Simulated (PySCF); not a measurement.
A GIAO shielding run with PySCF 2.14 (density fitting, non-relativistic, gas phase) on `C1C[C@@H]([SiH]2CC2)S1`, C₅H₁₀SSi:

```
$ OMP_NUM_THREADS=1 python probes_run.py task.json out

{"job": {"kind": "nmr", "xc": "PBE0", "basis": "pcSseg-1"}, "charge": 0, "multiplicity": 1}
C     -2.134559    -0.691635     0.472011
C     -1.521818     0.668890     0.157707
C     -0.800281     0.221466    -1.116088
Si     1.014337    -0.294029    -0.931997
C      2.168105     0.784830     0.092577
C      1.751917    -0.527513     0.784521
S     -1.854330    -1.295965    -1.234972
H     -3.183507    -0.697735     0.757600
H     -1.548508    -1.284760     1.172137
H     -0.874014     1.067344     0.938785
H     -2.294501     1.406556    -0.062217
H     -0.967040     0.862814    -1.980066
H      1.502265    -1.090940    -2.042859
H      3.209242     0.855428    -0.182827
H      1.823367     1.697103     0.558805
H      1.159077    -0.420611     1.682664
H      2.543250    -1.249213     0.924309
```

Hardware: 1 thread of an Arm Neoverse N1, shared host. The job also computes population analyses, field gradients, ring-centre shieldings.

(1) How large is the calculation?

(2) How long does it take, and how much memory does it need?

## Answers

(1) 70 electrons, 183 basis functions and 993 auxiliary functions.

(2) 53 s of wall time, with 14 SCF cycles and 5 response iterations; peak memory 0.88 GiB. Times on a shared host scatter by some tens of per cent.
